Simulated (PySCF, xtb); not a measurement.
InCl3, SMILES [Cl][In]([Cl])[Cl].

Harmonic wavenumbers (cm⁻¹) from GFN2-xTB (xtb) at its own minimum, in rising order: 79, 79, 79, 267, 321, 321.

### Question
What does PBE-D3(BJ)/def2-SVP (PySCF) give at its own minimum? (Estimate from the structure and the level; the computed values follow.)

### Answer
88, 88, 92, 326, 385, 385. Paired by order, the mean absolute difference is 36 cm⁻¹ and the zero-point energies are 1.6 and 2.0 kcal/mol.
